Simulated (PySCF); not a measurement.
GeF2, SMILES [F][Ge][F] (connectivity only; charge and spin as stated), neutral, multiplicity 1. The structure is a stationary point at B3LYP-D3(BJ)/def2-TZVP. The isomer is the one that the SMILES or the coordinates give; other isomers of the formula were not compared.

TDDFT-PBE/def2-SVPD (PySCF) puts the lowest singlet excitations at 5.16, 5.81, 6.64, 6.89, 7.34, 7.68 eV.

Question: What are the lowest excitation roots from ADC(2)/aug-cc-pVDZ (PySCF 2.14.0)? (Estimate from the structure and the level; the computed values follow.)

Answer: 5.27, 7.15, 7.74, 7.83, 7.88, 8.13 eV. S1 differs by 0.11 eV (second minus first; roots are paired by order, and the bases may differ).
